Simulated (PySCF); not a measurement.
Isomers of C7H6O2. Theory: PBE0-D3(BJ)/def2-SVP geometry optimisation, gas phase in PySCF 2.14.0. Energies are electronic, without zero-point or thermal terms, for one conformer each. No frequencies were run at this level. Point groups hold within 0.08 Å.

**Question.** Rank from lowest to highest electronic energy at this level (kcal/mol).
A. `[O:1]=[CH:2][c:3]1[cH:4][cH:5][cH:6][cH:7][c:8]1[OH:9]` with O1–C2–C3–C4 180°, C7–C8–O9–H 180°
B. `[O:1]=[CH:2][O:3][c:4]1[cH:5][cH:6][cH:7][cH:8][cH:9]1` with O1–C2–O3–C4 -1°, C2–O3–C4–C5 4° (phenyl formate)

**Answer.** A (0.0), B (6.9).

As drawn, the lower has an O–H bond, which the higher lacks; the higher has a C(=O)–O unit, which the lower lacks.

```csv
SMILES,E (Eh),E rel (kcal/mol),dipole (D),point group,"A, B, C (MHz)"
O=Cc1ccccc1O,-420.04312,0.0,2.81,Cs,"3266, 1501, 1028"
O=COc1ccccc1,-420.03208,6.9,1.67,near Cs,"4296, 1162, 914.8"
```

**Question.** How do the relative energies change in single points at PBE0/pcSseg-1 (no added dispersion term) on the same geometries?

**Answer.** 
```csv
SMILES,PBE0-D3(BJ)/def2-SVP (kcal/mol),PBE0/pcSseg-1 (kcal/mol),shift
O=Cc1ccccc1O,0.0,0.0,0.0
O=COc1ccccc1,6.9,5.7,-1.2
```

Each column counts from its own lowest isomer. The order is unchanged; the largest shift is 1.2 kcal/mol.

**Question.** As an exercise, what shares would exp(−E/RT) give at 2000 K from these electronic energies alone (no entropy, no degeneracies)?

**Answer.** RT = 3.974 kcal/mol: O=Cc1ccccc1O 85.1 %, O=COc1ccccc1 14.9 %.
